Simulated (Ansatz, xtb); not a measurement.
# Ligand exchange: SnH3Br + HF → SnH3F + HBr

Species: SnH3Br `[Br][SnH3]`, singlet; HF (hydrogen fluoride), singlet; SnH3F `[F][SnH3]`, singlet; HBr (hydrogen bromide), singlet. The partners trade Br for F: Sn–Br and H–F bonds give way to Sn–F and H–Br.

Shapes, held fixed at every level: PBE0-D4/def2-TZVP. Programs: Ansatz 0.2.0, xtb 6.7.1. The zero-point and thermal change to 298 K, harmonic and unscaled (PBE0-D4/def2-TZVP), is -7.3 kJ/mol.

```
               level                   kind  ΔH(298 K) (kJ/mol)  less CCSD(T)/def2-TZVPP
            GFN1-xTB         semi-empirical                +9.2                    -34.7
r2SCAN-D4/def2-TZVPP               meta-GGA               +39.0                     -4.9
 B3LYP-D4/def2-TZVPP          global hybrid               +39.0                     -4.9
 BHLYP-D4/def2-TZVPP          global hybrid               +46.7                     +2.8
        MP2/def2-SVP    perturbation theory               +39.3                     -4.6
      MP2/def2-TZVPP    perturbation theory               +50.6                     +6.7
    CCSD(T)/def2-SVP  coupled cluster or CI               +35.8                     -8.1
  CCSD(T)/def2-TZVPP  coupled cluster or CI               +43.9                      0.0
```

The highest level, CCSD(T)/def2-TZVPP, gives ΔH(298 K) = +43.9 kJ/mol; the levels span +9.2 to +50.6. The column of differences is taken from that level and isn't an error. No measured value is set beside it here. For atoms past krypton def2 sets carry core potentials with scalar relativity. Relativity is left out for Br. Outer-core shells of Br, Sn are correlated, in sets that cover them unevenly.
